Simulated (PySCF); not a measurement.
How the method changes the constants of HBr

State: ¹Σ⁺ (singlet), closed shell. Set-up: basis H 6-31G(d,p), Br 6-31G(d,p); no relativity; PySCF 2.14. De refers to H + Br in their high-spin ground configurations, without counterpoise correction. A positive dipole means H(−)Br(+).

```csv
Level,Re (Å),ωe (cm⁻¹),De (eV),μ (D)
RHF,1.404,2831,2.81,-1.14
RHF-MP2,1.407,2770,3.69,n/a
RHF-SCS-MP2,1.409,2750,3.70,n/a
RHF-CCSD,1.412,2710,3.70,n/a
RHF-CCSD(T),1.413,2697,3.73,n/a
PBE,1.434,2583,4.02,-1.11
revPBE,1.434,2582,3.92,-1.09
r²SCAN,1.421,2663,4.02,-1.16
r²SCANh,1.418,2690,3.99,-1.16
PBE0,1.420,2688,3.95,-1.14
B97-3,1.420,2683,3.92,-1.11
LC-ωPBE,1.412,2769,3.85,-1.17
```

Problem. Which functional lies closest to RHF-CCSD(T) in De, which farthest, and by how much do they differ from it?

Solution. Closest is LC-ωPBE (-0.1 pm in Re, +2.7 % in ωe, +0.12 eV in De against RHF-CCSD(T) in the same basis), farthest PBE (+2.1 pm in Re, -4.2 % in ωe, +0.29 eV in De). CCSD(T) converges more slowly with the basis than the functionals do and binds too weakly in this one, so the order can change at the basis-set limit.

Problem. What does a quarter of exact exchange do here, going from PBE to PBE0?

Solution. PBE0 less PBE: -1.4 pm in Re, +4.1 % in ωe, -0.07 eV in De. Exact exchange removes part of the self-interaction that spreads semilocal densities, and in most molecules shortens and stiffens the bond and lowers De; so it does here.

Problem. What does the step from GGA to meta-GGA do here, going from PBE to r²SCAN?

Solution. r²SCAN less PBE: -1.3 pm in Re, +3.1 % in ωe, +0.00 eV in De. 

Measured (Huber and Herzberg, Constants of Diatomic Molecules (1979)): Re = 1.414435 Å, ωe = 2648.975 cm⁻¹.

Correlated steps freeze 9 core orbitals. Correlated levels converge slowly with the basis: in double zeta they bind strong bonds too weakly, by up to about 1 eV, and carry superposition errors of some tenths. Where the molecule has an RHF reference, its open-shell atoms are computed with UHF.
